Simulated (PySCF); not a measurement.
## Assignment exercise: C₆H₁₆NPSi

Molfile (atoms numbered from 1):
```
C6H16NPSi
     RDKit          3D

 25 25  0  0  0  0  0  0  0  0999 V2000
    3.0504    0.9703   -0.0485 C   0  0  0  0  0  0  0  0  0  0  0  0
    2.0475    0.2036   -0.8961 C   0  0  0  0  0  0  0  0  0  0  0  0
    0.5768   -0.2818    0.1449 P   0  0  0  0  0  5  0  0  0  0  0  0
    0.8147   -0.9329    1.5387 N   0  0  0  0  0  0  0  0  0  0  0  0
   -0.3161    1.2769    0.4477 C   0  0  0  0  0  0  0  0  0  0  0  0
   -1.6084    0.9745    1.1945 C   0  0  0  0  0  0  0  0  0  0  0  0
   -2.7539   -0.1234    0.1530 Si  0  0  0  0  0  4  0  0  0  0  0  0
   -1.7443   -1.6269   -0.4225 C   0  0  0  0  0  0  0  0  0  0  0  0
   -0.4596   -1.1805   -1.1063 C   0  0  0  0  0  0  0  0  0  0  0  0
    4.0026    1.0754   -0.5657 H   0  0  0  0  0  0  0  0  0  0  0  0
    3.2147    0.4396    0.8890 H   0  0  0  0  0  0  0  0  0  0  0  0
    2.6778    1.9645    0.1895 H   0  0  0  0  0  0  0  0  0  0  0  0
    1.7325    0.7837   -1.7649 H   0  0  0  0  0  0  0  0  0  0  0  0
    2.4944   -0.7304   -1.2552 H   0  0  0  0  0  0  0  0  0  0  0  0
    1.2989   -1.8203    1.5216 H   0  0  0  0  0  0  0  0  0  0  0  0
   -0.5045    1.7820   -0.5041 H   0  0  0  0  0  0  0  0  0  0  0  0
    0.3447    1.9049    1.0531 H   0  0  0  0  0  0  0  0  0  0  0  0
   -1.3401    0.4508    2.1130 H   0  0  0  0  0  0  0  0  0  0  0  0
   -2.0984    1.9060    1.4845 H   0  0  0  0  0  0  0  0  0  0  0  0
   -3.9067   -0.5649    0.9398 H   0  0  0  0  0  0  0  0  0  0  0  0
   -3.1949    0.6293   -1.0347 H   0  0  0  0  0  0  0  0  0  0  0  0
   -1.4740   -2.2268    0.4501 H   0  0  0  0  0  0  0  0  0  0  0  0
   -2.3222   -2.2716   -1.0874 H   0  0  0  0  0  0  0  0  0  0  0  0
    0.1218   -2.0408   -1.4607 H   0  0  0  0  0  0  0  0  0  0  0  0
   -0.6649   -0.5370   -1.9642 H   0  0  0  0  0  0  0  0  0  0  0  0
  1  2  1  0
  2  3  1  0
  3  4  2  0
  3  5  1  0
  5  6  1  0
  6  7  1  0
  7  8  1  0
  8  9  1  0
  9  3  1  0
  1 10  1  0
  1 11  1  0
  1 12  1  0
  2 13  1  0
  2 14  1  0
  4 15  1  0
  5 16  1  0
  5 17  1  0
  6 18  1  0
  6 19  1  0
  7 20  1  0
  7 21  1  0
  8 22  1  0
  8 23  1  0
  9 24  1  0
  9 25  1  0
M  END
```

PySCF calculation with shielding tensors at PBE0/pcSseg-1 (GIAO) and GFN2-xTB structure; non-relativistic Hamiltonian, one computed conformer, isolated molecule, one averaged value for each set of equivalent atoms.

Shifts are taken against calculated references (same method and geometry level): TMS for 13C (σref 186.93), 1H (σref 31.72).

Q: Assign these signals to the numbered atoms. 13C{1H} NMR (computed): δ 32.1 (CH2), 29.5 (CH2), 7.3 (CH3), 4.4 (CH2).

A: 
```tsv
δ (ppm)	atoms	environment	reason
32.1	C2	sp3 CH2 bonded to P	–
29.5	C5/C9	sp3 CH2 bonded to P	–
7.3	C1	methyl carbon	saturated and bonded to C and H only
4.4	C6/C8	sp3 CH2 bonded to Si	an electropositive neighbour leaves it electron-rich and shielded
```

Q: Assign these signals to the numbered atoms. 1H NMR (400 MHz, computed): δ 4.12 (m, 1H), 3.99 (m, 1H), 2.06 (m, 2H), 1.94 (m, 2H), 1.34 (m, 2H), 1.26 (m, 2H), 1.24 (m, 3H), 0.90 (m, 2H), -1.03 (br s, 1H).

A: 
```tsv
δ (ppm)	atoms	environment	reason
4.12	H20	hydrogen on a silicon bonded to 2 C, in a 6-membered ring	–
3.99	H21	hydrogen on a silicon bonded to 2 C, in a 6-membered ring	–
2.06	H17/H24	hydrogen on an sp3 CH2 bonded to P	–
1.94	H18/H22	hydrogen on an sp3 CH2 bonded to Si	–
1.34	H16/H25	hydrogen on an sp3 CH2 bonded to P	–
1.26	H13/H14	hydrogen on an sp3 CH2 bonded to P	–
1.24	H10/H11/H12	hydrogen on a methyl carbon	–
0.90	H19/H23	hydrogen on an sp3 CH2 bonded to Si	an electropositive neighbour shields it, as in TMS itself
-1.03	H15	hydrogen on a nitrogen bonded to P	labile proton, position sensitive to the medium
```

H17/H24 and H18/H22; H16/H25 and H13/H14; H13/H14 and H10/H11/H12 lie closer than the usual error of such a calculation, so a measured spectrum could show them in the other order.

Exchangeable OH/NH protons stand at their gas-phase positions; hydrogen bonding in a real sample shifts them, mostly to higher δ. Splittings by 31P in the carbon and heteronuclear signals aren't shown, as no couplings were computed. Shifts are as computed. Against solution values, carbons near 30 ppm lie about +3 ppm off and those near 130 ppm about +5 ppm. Of 1211 compounds with measured shifts, 218 miss one by over three times the rms of a fit or turn the order of signals round; such compounds aren't used in these exercises. No couplings were computed; multiplicities are counted from neighbouring protons, with m where these are inequivalent, close in shift, in a saturated or five-membered ring or joined by F or P, and br s for small geminal =CH2 splittings.
